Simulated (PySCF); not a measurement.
```json
{"wavenumber (cm⁻¹)": "0", "absorption (km/mol per cm⁻¹)": "0.021"}
{"wavenumber (cm⁻¹)": "18", "absorption (km/mol per cm⁻¹)": "0.032"}
{"wavenumber (cm⁻¹)": "37", "absorption (km/mol per cm⁻¹)": "0.052"}
{"wavenumber (cm⁻¹)": "55", "absorption (km/mol per cm⁻¹)": "0.100"}
{"wavenumber (cm⁻¹)": "74", "absorption (km/mol per cm⁻¹)": "0.255"}
{"wavenumber (cm⁻¹)": "92", "absorption (km/mol per cm⁻¹)": "0.910"}
{"wavenumber (cm⁻¹)": "111", "absorption (km/mol per cm⁻¹)": "0.646"}
{"wavenumber (cm⁻¹)": "129", "absorption (km/mol per cm⁻¹)": "0.190"}
{"wavenumber (cm⁻¹)": "147", "absorption (km/mol per cm⁻¹)": "0.082"}
{"wavenumber (cm⁻¹)": "166", "absorption (km/mol per cm⁻¹)": "0.045"}
{"wavenumber (cm⁻¹)": "184", "absorption (km/mol per cm⁻¹)": "0.029"}
{"wavenumber (cm⁻¹)": "203", "absorption (km/mol per cm⁻¹)": "0.020"}
{"wavenumber (cm⁻¹)": "221", "absorption (km/mol per cm⁻¹)": "0.015"}
{"wavenumber (cm⁻¹)": "240", "absorption (km/mol per cm⁻¹)": "0.012"}
{"wavenumber (cm⁻¹)": "258", "absorption (km/mol per cm⁻¹)": "0.010"}
{"wavenumber (cm⁻¹)": "276", "absorption (km/mol per cm⁻¹)": "0.008"}
{"wavenumber (cm⁻¹)": "295", "absorption (km/mol per cm⁻¹)": "0.008"}
{"wavenumber (cm⁻¹)": "313", "absorption (km/mol per cm⁻¹)": "0.008"}
{"wavenumber (cm⁻¹)": "332", "absorption (km/mol per cm⁻¹)": "0.011"}
{"wavenumber (cm⁻¹)": "350", "absorption (km/mol per cm⁻¹)": "0.023"}
{"wavenumber (cm⁻¹)": "369", "absorption (km/mol per cm⁻¹)": "0.013"}
{"wavenumber (cm⁻¹)": "387", "absorption (km/mol per cm⁻¹)": "0.007"}
{"wavenumber (cm⁻¹)": "405", "absorption (km/mol per cm⁻¹)": "0.006"}
{"wavenumber (cm⁻¹)": "424", "absorption (km/mol per cm⁻¹)": "0.005"}
{"wavenumber (cm⁻¹)": "442", "absorption (km/mol per cm⁻¹)": "0.005"}
{"wavenumber (cm⁻¹)": "461", "absorption (km/mol per cm⁻¹)": "0.005"}
{"wavenumber (cm⁻¹)": "479", "absorption (km/mol per cm⁻¹)": "0.005"}
{"wavenumber (cm⁻¹)": "498", "absorption (km/mol per cm⁻¹)": "0.005"}
{"wavenumber (cm⁻¹)": "516", "absorption (km/mol per cm⁻¹)": "0.005"}
{"wavenumber (cm⁻¹)": "534", "absorption (km/mol per cm⁻¹)": "0.005"}
{"wavenumber (cm⁻¹)": "553", "absorption (km/mol per cm⁻¹)": "0.005"}
{"wavenumber (cm⁻¹)": "571", "absorption (km/mol per cm⁻¹)": "0.006"}
{"wavenumber (cm⁻¹)": "590", "absorption (km/mol per cm⁻¹)": "0.006"}
{"wavenumber (cm⁻¹)": "608", "absorption (km/mol per cm⁻¹)": "0.007"}
{"wavenumber (cm⁻¹)": "627", "absorption (km/mol per cm⁻¹)": "0.007"}
{"wavenumber (cm⁻¹)": "645", "absorption (km/mol per cm⁻¹)": "0.008"}
{"wavenumber (cm⁻¹)": "663", "absorption (km/mol per cm⁻¹)": "0.009"}
{"wavenumber (cm⁻¹)": "682", "absorption (km/mol per cm⁻¹)": "0.010"}
{"wavenumber (cm⁻¹)": "700", "absorption (km/mol per cm⁻¹)": "0.012"}
{"wavenumber (cm⁻¹)": "719", "absorption (km/mol per cm⁻¹)": "0.014"}
{"wavenumber (cm⁻¹)": "737", "absorption (km/mol per cm⁻¹)": "0.016"}
{"wavenumber (cm⁻¹)": "755", "absorption (km/mol per cm⁻¹)": "0.019"}
{"wavenumber (cm⁻¹)": "774", "absorption (km/mol per cm⁻¹)": "0.024"}
{"wavenumber (cm⁻¹)": "792", "absorption (km/mol per cm⁻¹)": "0.030"}
{"wavenumber (cm⁻¹)": "811", "absorption (km/mol per cm⁻¹)": "0.040"}
{"wavenumber (cm⁻¹)": "829", "absorption (km/mol per cm⁻¹)": "0.054"}
{"wavenumber (cm⁻¹)": "848", "absorption (km/mol per cm⁻¹)": "0.079"}
{"wavenumber (cm⁻¹)": "866", "absorption (km/mol per cm⁻¹)": "0.125"}
{"wavenumber (cm⁻¹)": "884", "absorption (km/mol per cm⁻¹)": "0.225"}
{"wavenumber (cm⁻¹)": "903", "absorption (km/mol per cm⁻¹)": "0.507"}
{"wavenumber (cm⁻¹)": "921", "absorption (km/mol per cm⁻¹)": "1.666"}
{"wavenumber (cm⁻¹)": "940", "absorption (km/mol per cm⁻¹)": "2.992"}
{"wavenumber (cm⁻¹)": "958", "absorption (km/mol per cm⁻¹)": "0.852"}
{"wavenumber (cm⁻¹)": "977", "absorption (km/mol per cm⁻¹)": "0.321"}
{"wavenumber (cm⁻¹)": "995", "absorption (km/mol per cm⁻¹)": "0.162"}
{"wavenumber (cm⁻¹)": "1013", "absorption (km/mol per cm⁻¹)": "0.097"}
{"wavenumber (cm⁻¹)": "1032", "absorption (km/mol per cm⁻¹)": "0.064"}
{"wavenumber (cm⁻¹)": "1050", "absorption (km/mol per cm⁻¹)": "0.046"}
{"wavenumber (cm⁻¹)": "1069", "absorption (km/mol per cm⁻¹)": "0.034"}
{"wavenumber (cm⁻¹)": "1087", "absorption (km/mol per cm⁻¹)": "0.027"}
```

This is the computed harmonic infrared spectrum of doublet MnO₃, Lorentzian lines of 27 cm⁻¹ full width. Level of theory: PySCF, UPBE0, basis Mn def2-TZVP, O def2-TZVP (no relativity, density fitting).

Q: Which bands make it up, and how are they assigned?

A: In D3h symmetry, counting bands above 1 % of the strongest: 99 cm⁻¹ (a2'', bend, 48 km/mol); 935 cm⁻¹ (e', stretch, 143 km/mol).

The determinant is spin-contaminated (⟨S²⟩ = 0.97, pure value 0.75). Only a few start shapes were tried, so a lower isomer may exist. With open d or f shells other occupations or spin states may lie lower.
